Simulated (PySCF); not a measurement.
Input for PySCF: R-B3LYP/6-31G* on C3H6 (SMILES C=CC) with ghost functions, monomers drawn apart or pushed together.

```python
from pyscf import gto, scf, dft, mp
from pyscf.data.elements import chemcore

mol = gto.M(
    atom='''
    C    -0.44004663    1.21492886    2.96531045
    C     0.38967409    0.21491943    3.23460099
    C     0.03047834   -1.23599511    3.19710569
    H    -1.47413368    1.03480907    2.69266216
    H    -0.11845689    2.24753746    3.00788263
    H     1.41777360    0.44516684    3.50224374
    H     0.20199491   -1.70733315    4.16900864
    H    -1.01568738   -1.38123838    2.92467043
    H     0.65017494   -1.77346225    2.47344913
    ghost-H    0.17127357   -0.04073139    0.52810902
    ghost-H    0.20180037   -0.44200840   -0.09890561
    ''',
    basis='6-31g*',
    cart=True,
    charge=0, spin=0, verbose=3, max_memory=1800)
mf = dft.RKS(mol, xc='b3lyp')
mf.conv_tol = 1e-8
mf.max_cycle = 100
mf.kernel()
if not mf.converged:
    mf = mf.newton().run(mf.mo_coeff, mf.mo_occ)
```

Output:

```
converged SCF energy = -117.908102679827
```

The run converged.

Cost: very roughly 2.8 core-seconds.
